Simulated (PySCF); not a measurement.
# Substituent effects on chemical shifts

Parent skeleton `[CH3:1][CH:2]=[CH:3][SiH2:4][NH:5][CH3:6]`; one hydrogen on atom 4 is replaced by X. Hydrogens on one atom are averaged.

PySCF calculation with geometry: GFN2-xTB and shieldings: GIAO PBE0/pcSseg-1; no relativistic terms, in vacuum, single conformer, averaged over atoms made equivalent by symmetry, fast rotation or ring inversion.

Shifts are taken against calculated references (same method and geometry level): $^{13}$C (σ = 186.93 ppm), $^{29}$Si (σ = 349.16 ppm), $^{1}$H (σ = 31.72 ppm) vs TMS; NH3 for $^{15}$N (σ = 267.73 ppm).

Parent (X = H): C1 27.1, C2 153.5, C3 129.8, Si4 -43.0, N5 9.6, C6 32.5, H(C1) 2.00, H(C2) 6.55, H(C3) 5.81 ppm. Effects are Δδ = δ(X) − δ(H), positive for deshielding.

(1) Order these by the shift of H(C1), most shielded first.
A. X = OCH3
B. X = CH3
C. X = ethynyl

(2) Order these by the shift of Si4, most shielded first.
A. X = NHCHO
B. X = CH3
C. X = ethynyl
D. X = OCH3

Answers

(1) A (-0.09 ppm), C (+0.07 ppm), B (+0.21 ppm).

(2) C (-11.1 ppm), A (+9.9 ppm), D (+13.2 ppm), B (+17.0 ppm).

Experimental scales use liquid or dissolved standards, which lie at an offset from isolated NH3 (liquid NH3: subtract about 20 ppm).
